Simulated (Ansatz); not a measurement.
`CC(=O)O[AsH2]`, relaxed with RKS PBE0-D4/def2-TZVP in Ansatz 0.2.0 from a PBE-D4/def2-SVP geometry. The force threshold is 0.005 eV/Å; the program also tests the step.

The species carries charge 0 and has multiplicity 1.

Start:

```xyz
10

C    -1.507    0.823    0.281
C    -0.437   -0.078   -0.290
O    -0.642   -1.060   -0.991
O     0.800    0.302    0.069
As    2.094   -0.821   -0.758
H    -1.279    1.884    0.057
H    -1.527    0.720    1.385
H    -2.491    0.541   -0.134
H     3.143   -0.263    0.235
H     1.845   -2.049    0.147
```

Q: By how much does the energy fall, and how many steps does the optimiser take? (An estimate is asked.)

A: Computed: 6.01 kJ/mol, in 15 steps, 2 of them rejected.

Q: Which bonds change most? (Estimate.)

A: Ansatz gave: O4–As5 from 1.903 to 1.854 Å; As5–H9 from 1.549 to 1.528 Å; As5–H10 from 1.546 to 1.525 Å; C1–H7 from 1.109 to 1.091 Å.

Q: Give the relaxed structure. (An estimate is asked.)

A: The calculation gave: 
```xyz
10

C    -1.493    0.813    0.282
C    -0.434   -0.079   -0.289
O    -0.639   -1.020   -1.017
O     0.790    0.265    0.096
As    2.086   -0.773   -0.729
H    -1.312    1.843   -0.031
H    -1.444    0.792    1.372
H    -2.472    0.484   -0.056
H     3.102   -0.283    0.302
H     1.816   -2.043    0.071
```
